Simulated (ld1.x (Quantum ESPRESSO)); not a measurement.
**Configuration tests for europium (Eu) (TM semilocal)**

europium, norm-conserving Troullier–Martins (semilocal form), made with ld1.x (Quantum ESPRESSO) 7.5 (LDA (PZ), scalar-relativistic). Core [Kr] 4d10 4f7, reference 5s2 5p6 5d0 6s0 6p0 (charge +2). Waves: 5p (bound): rc 1.90 bohr; 5d (bound, empty): rc 2.00 bohr; 5s (bound): rc 2.25 bohr. Local part: the s channel. Core correction: Bessel-smoothed model core, default radius (core density twice the valence density).

Energies are relative to the spin-unpolarised reference configuration 5s2 5p6 5d0 6s0 6p0; without spin polarisation the order of configurations can differ from experiment. Not all tests gave a result: 2 of 9 tests not solved or not reliable. Left out of the table: 5s2 5p6 5d0 6s0 6p2 (solver errors, printed error -11.7 eV); 5s2 5p6 5d0 6s1 6p1 (solver errors, printed error -1.9 eV).

```csv
valence configuration,charge,ΔE all-electron (eV),error AE − PS (meV)
5s2 5p6 5d0 6s1.5 6p0,+0.5,-15.183,+1466
5s2 5p6 5d1 6s0 6p0,+1,-9.841,-84
5s1 5p6 5d0 6s2 6p0,+1,32.718,+3414
```

Q: What are ΔE and the potential's error for 5s2 5p6 5d0 6s2 6p0?

A: ΔE = -17.668 eV all-electron; the error (AE − PS) is +1615 meV.

Q: What are ΔE and the potential's error for 5s2 5p6 5d0 6s1 6p0?

A: ΔE = -11.441 eV all-electron; the error (AE − PS) is +1186 meV.

Levels in the configuration 5s2 5p6 5d0 6s2 6p0:

```tsv
level	all-electron (eV)	pseudo (eV)
5s	-44.787	-42.689
5p	-23.870	-22.121
6s	-3.769	-3.957
```
